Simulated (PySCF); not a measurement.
Members of one series of related molecules.

All values: CAM-B3LYP/def2-SVPD (PySCF) at PBE0-D3(BJ)/def2-SVP geometries, gas phase, one conformer each. Core orbitals are frozen in the response; Δα² is half the sum of the squared differences of the principal polarisabilities. The calculation is non-relativistic, for germanium too.

Task: Rank by vertical ionisation energy (ΔSCF), highest first.
A. `F[SiH2]C#[C][GeH3]`
B. `NC[SiH2]C#[C][GeH3]`
C. `CC[SiH2]C#[C][GeH3]`
D. `O=CN[SiH2]C#[C][GeH3]`

Result: A (10.41 eV), D (10.11 eV), C (9.82 eV), B (9.29 eV).

Task: Rank by HOMO–LUMO gap, lowest first.
A. `O=CN[SiH2]C#[C][GeH3]`
B. `NC[SiH2]C#[C][GeH3]`
C. `CC[SiH2]C#[C][GeH3]`

Result: B (9.01 eV), A (9.66 eV), C (9.80 eV).

All values together:

```csv
SMILES,formula,μ (D),HOMO (eV),LUMO (eV),α (Å³),Δα (Å³),electrons,α per electron (Å³),ΔSCF removal energy (eV)
F[SiH2]C#[C][GeH3],C2H5FGeSi,2.09,-9.61,-0.04,11.98,7.28,72,0.166,10.41
CC[SiH2]C#[C][GeH3],C4H10GeSi,0.77,-9.15,0.64,15.97,7.35,80,0.200,9.82
O=CN[SiH2]C#[C][GeH3],C3H7GeNOSi,4.10,-9.33,0.33,15.57,9.87,86,0.181,10.11
NC[SiH2]C#[C][GeH3],C3H9GeNSi,1.60,-8.42,0.59,15.46,7.31,80,0.193,9.29
```

Conformers: `[CH3:1][CH2:2][SiH2:3][C:4]#[C:5][GeH3:6]` with C1–C2–Si3–C4 -60°; `[O:1]=[CH:2][NH:3][SiH2:4][C:5]#[C:6][GeH3:7]` with O1–C2–N3–Si4 0°, C2–N3–Si4–C5 178°; `[NH2:1][CH2:2][SiH2:3][C:4]#[C:5][GeH3:6]` with H–N1–C2–Si3 -62° and 179°, N1–C2–Si3–C4 57°.
